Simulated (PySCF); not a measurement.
## UHF on B (boron, neutral)

Configuration: [He] 2s2 2p1, 2P determinant. Calculation: PySCF 2.14, in cc-pVDZ; no relativity, point nucleus.

| Quantity | Value |
| --- | --- |
| Total energy | -24.529962 hartree |
| One-electron energy | -32.3695 hartree |
| Hartree (Coulomb) energy | 11.6085 hartree |
| Exchange energy | -3.7689 hartree |
| Kinetic energy | 24.53351 hartree |
| ⟨S²⟩ | 0.7575 |
| ⟨L²⟩ | 2.021 |
| Sum of ⟨r⟩ | 6.783 bohr |
| Sum of ⟨r²⟩ | 15.61 bohr² |
| Traceless quadrupole moment −½Σ⟨3z² − r²⟩ along its main axis | -2.41 e·bohr² |
| Density at the nucleus (Gaussians lack the cusp) | 68.9 bohr⁻³ |
| Spin density at the nucleus | 0.0285 bohr⁻³ |
| Langevin diamagnetic susceptibility | -12.4 ×10⁻⁶ cm³/mol |
| Time after the integrals | 0.04 s of wall time on 1 thread of Intel(R) Xeon(R) 6975P-C (shared host) |

```json
{"shell": "1s α", "electrons": "1", "mean orbital energy (hartree)": "-7.70057", "rms radius, mean of both spins (bohr)": "0.379"}
{"shell": "1s β", "electrons": "1", "mean orbital energy (hartree)": "-7.68502", "rms radius, mean of both spins (bohr)": "0.379"}
{"shell": "2s α", "electrons": "1", "mean orbital energy (hartree)": "-0.54341", "rms radius, mean of both spins (bohr)": "2.17"}
{"shell": "2s β", "electrons": "1", "mean orbital energy (hartree)": "-0.44600", "rms radius, mean of both spins (bohr)": "2.17"}
{"shell": "2p α", "electrons": "1", "mean orbital energy (hartree)": "-0.31539", "rms radius, mean of both spins (bohr)": "2.44"}
```
